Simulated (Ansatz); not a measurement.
Consider the substitution at a C–C bond: `C=CCC=O` + `O[SiH2]F` → `O=CO[SiH2]F` + `C=CC`.

Isolated molecules relaxed with PBE0-D4/def2-TZVP in Ansatz; ΔE leaves out vibrations. CCSD(T)/CBS is the MP2 limit (def2-TZVPP, def2-QZVPP) plus CCSD(T) − MP2 in def2-TZVPP, frozen cores. DFT in def2-TZVPP. HSE06 is defined as in plane-wave codes. Each species was taken in one conformer, which may not be the lowest.

Is it downhill or uphill in electronic energy at CCSD(T)/CBS, and by how much? (Estimate.)

Computed: Downhill: ΔE = -26.6 kJ/mol.

What do these levels give: LDA (SPW92), BLYP-D4, CAM-B3LYP-D4, HSE06, CAM-B3LYP, SCS-MP2/def2-QZVPP? (Best estimate.)

Ansatz gave: LDA (SPW92) -37.2, BLYP-D4 -37.0, CAM-B3LYP-D4 -34.6, HSE06 -33.4, CAM-B3LYP -34.6, SCS-MP2/def2-QZVPP -27.5 kJ/mol.

Largest T1 diagnostic among the species: 0.015.

Leaving LDA and LC-ωPBE aside and taking each functional with its dispersion term where it has one, the values, not all of them listed here, spread over 6.1 kJ/mol, from r2SCAN-D4 to PBE-QIDH. From BLYP to BHLYP (50 % exact exchange), in def2-TZVPP and without D4, ΔE moves by +3.3 kJ/mol.
